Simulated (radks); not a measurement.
Values are calculated unless marked as measured or tabulated.
Effect of the nuclear size on the cerium ion Ce+, [Xe] 4f1 5d2. Code: a radial shooting solver on a logarithmic mesh with Libxc functionals. Model: Dirac Kohn-Sham, LDA (Slater exchange, Perdew-Wang correlation), spin-unpolarised, spherical densities, finite nucleus; open shells fill j = l - 1/2 first; Fermi nuclear charge, rms radius 4.8771 fm. The rms radius is varied about that value; shifts are against it.

rms radius (fm)  total energy shift (eV)  density at nucleus (e/bohr^3)  1s1/2 shift (meV)  2s1/2 shift (meV)  5s1/2 shift (meV)  5p1/2 shift (meV)  6s1/2 (empty) shift (meV)
4.0968                             -3.08                      3.954e+05              -1280               -157              -1.28              0.061                     -0.171
4.6528                            -0.929                      3.851e+05               -386              -47.2             -0.386              0.018                     -0.052
4.8771                                 0                      3.814e+05              0.000              0.000              0.000              0.000                      0.000
5.1161                              1.03                      3.776e+05                427               52.2              0.427             -0.020                      0.057
5.9647                              4.99                      3.658e+05               2070                254               2.07             -0.099                      0.277

Slopes of the eigenvalues against <r^2> in GHz/fm^2, as finite differences over the two radii next to the reference (eigenvalue slopes, not the field-shift constants of lines): 1s1/2 43500, 2s1/2 5310, 5s1/2 43.4, 5p1/2 -2.07, 6s1/2 (empty) 5.80.
